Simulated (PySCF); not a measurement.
# Calculated NMR parameters of C1=CP1C1CCCCC1

| Property | Result |
| --- | --- |
| Formula | C8H13P |
| SMILES | C1=CP1C1CCCCC1 |
| InChI | InChI=1S/C8H13P/c1-2-4-8(5-3-1)9-6-7-9/h6-8H,1-5H2 |
| Point group of the computed structure | C1 |
| Carbon signals | 5 |
| Proton signals | 8 |

Structure with atom numbers: `[CH:1]1=[CH:2][P:3]1[CH:4]1[CH2:5][CH2:6][CH2:7][CH2:8][CH2:9]1`. Each H is labelled by its parent atom. Ha(C5), Ha(C6), Ha(C7), Ha(C8), Ha(C9) are cis to P3 on the ring; Hb(C5), Hb(C6), Hb(C7), Hb(C8), Hb(C9) are trans to P3 on the ring.

[PySCF 2.14: GFN2-xTB structure; PBE0/pcSseg-1 with gauge-including orbitals; relativity neglected; one computed conformer; equivalent nuclei averaged; no solvent model]

Chemical shifts δ = σref − σ; $^{1}$H (31.72 ppm), $^{13}$C (186.93 ppm) against TMS; $^{31}$P (318.38 ppm) against H3PO4, all at this level.

```tsv
carbon	δC, type	δH (multiplicity)	HMBC from (2–3 bonds)	span of the C tensor (ppm)
C1/C2	136.1, CH	8.54 (m)	H(C1)/H(C2), H(C4)	289
C4	55.9, CH	0.04 (m)	H(C1)/H(C2), Ha(C6)/Ha(C8), Hb(C5)/Hb(C9), Hb(C6)/Hb(C8), Ha(C5)/Ha(C9)	76
C5/C9	31.9, CH2	Ha(C5) 0.99 (m); Hb(C5) 1.73 (m)	Ha(C6)/Ha(C8), Hb(C5)/Hb(C9), Hb(C7), Ha(C7), Hb(C6)/Hb(C8), Ha(C5)/Ha(C9), H(C4)	14
C6/C8	31.1, CH2	Ha(C6) 1.80 (m); Hb(C6) 1.05 (m)	Ha(C6)/Ha(C8), Hb(C5)/Hb(C9), Hb(C7), Ha(C7), Hb(C6)/Hb(C8), Ha(C5)/Ha(C9), H(C4)	8
C7	30.2, CH2	Ha(C7) 1.11 (m); Hb(C7) 1.68 (m)	Ha(C6)/Ha(C8), Hb(C5)/Hb(C9), Hb(C6)/Hb(C8), Ha(C5)/Ha(C9)	9
```

Other nuclei:
| atoms | nucleus | environment | δ (ppm) | σ (ppm) |
| --- | --- | --- | --- | --- |
| P3 | $^{31}$P | phosphorus bonded to 3 C, in a 3-membered ring | -207.0 | 525.3 |

1. δC 136.1: alkene CH; as expected for a trigonal carbon in a double bond.
2. δC 31.9, 31.1, 30.2: sp3 CH2 in a ring; a saturated carbon with 2 carbon neighbours and no heteroatom attached.
3. δH 8.54: hydrogen on an alkene CH.
4. δH 1.80, 1.73, 1.68, 1.11, 1.05, 0.99: hydrogen on an sp3 CH2 in a ring.
5. δH 0.04: hydrogen on an sp3 CH bonded to P.

Splittings by $^{31}$P in the carbon and heteronuclear signals aren't shown, as no couplings were computed. Shifts are as computed. Against solution values, carbons near 30 ppm lie about +3 ppm off and those near 130 ppm about +5 ppm. Of 1211 compounds with measured shifts, 218 miss one by over three times the rms of a fit or turn the order of signals round; such compounds aren't used in these exercises. Experimental scales use liquid or dissolved standards, which lie at an offset from isolated H3PO4. Multiplicities follow the n + 1 count of equivalent neighbours, as no J values were calculated; m marks all less simple cases, F and P coupling included.
